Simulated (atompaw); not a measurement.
Scattering properties, PAW (atompaw) potential for holmium (Ho)

```
Element                 : Ho
Generator               : atompaw 4.2.0.5
Type                    : PAW
Functional              : PBE
Relativity              : scalar-relativistic
Frozen core             : [Kr] 4d10
Valence charge          : 21
Reference configuration : 4f11 5s2 5p6 5d0 6s1 6p1
Partial waves           : 5s (bound): rc 2.25 bohr; 6s (bound): rc 1.80 bohr; 5p (bound): rc 1.60 bohr; 6p (bound): rc 2.10 bohr; 5d (bound, empty): rc 3.00 bohr; 5d channel at 1.75 Ry: rc 3.00 bohr; 4f (bound): rc 0.80 bohr; 4f channel at 3 Ry: rc 0.80 bohr
Local potential         : troulliermartins scheme with l = 4 at -0.5 Ry, radius 2.25 bohr
Core correction         : smooth core density matched at 2.65 bohr
Augmentation charge     : sinc compensation charge, radius 2.70 bohr; PAW radius 3.00 bohr; waves and projectors: modrrkj vanderbiltortho
```

The phase is arctan(r·u′/u) with u = r·R(r), unwrapped; energies in Ry, scanned from -6 to 5 Ry. A pole is an energy at which the radial function vanishes at the test radius. The pseudo phase is shifted by a multiple of π to meet the all-electron one at the reference energy, and phase errors are pseudo minus all-electron; the curves can meet again beyond the range given. Levels narrower than the energy grid can be missing from the lists of poles.

Question: For each channel, where are the poles, and over which energies does the pseudopotential scatter like the atom?

Answer:

| channel | radius (bohr) | reference energy (Ry) | poles, all-electron | poles, pseudo | unbroken range about the reference energy with phases within 0.05 rad | phase error 1 Ry above the reference energy (rad) |
| --- | --- | --- | --- | --- | --- | --- |
| s | 3.01 | -0.34 | -3.79, 1.91 | -3.79, 1.69, 2.83 | below 1.9 | -0.005 |
| p | 3.01 | -0.13 | -1.91, 3.19 | -1.91, 3.18 | the whole range | -0.001 |
| d | 3.01 | -0.15 | 0.53 | 0.43, 4.29 | below 0.8 | -0.054 |
| f | 3.01 | -0.34 | -0.32, 3.23 | -0.31, 3.43 | -0.3 to 1.0 | +0.017 |

Phases in the p channel:

```tsv
E (Ry)	all-electron	pseudo
-6.00	1.427	1.427
-5.52	1.419	1.419
-5.04	1.411	1.411
-4.56	1.400	1.400
-4.08	1.387	1.387
-3.60	1.370	1.370
-3.12	1.344	1.344
-2.64	1.291	1.291
-2.16	0.778	0.778
-1.68	-1.716	-1.716
-1.20	-1.812	-1.812
-0.72	-1.894	-1.894
-0.24	-2.024	-2.024
0.24	-2.327	-2.327
0.72	-3.264	-3.264
1.20	-4.172	-4.172
1.68	-4.463	-4.463
2.16	-4.586	-4.587
2.64	-4.657	-4.658
3.12	-4.706	-4.707
3.60	-4.746	-4.748
4.08	-4.784	-4.787
4.56	-4.826	-4.832
```
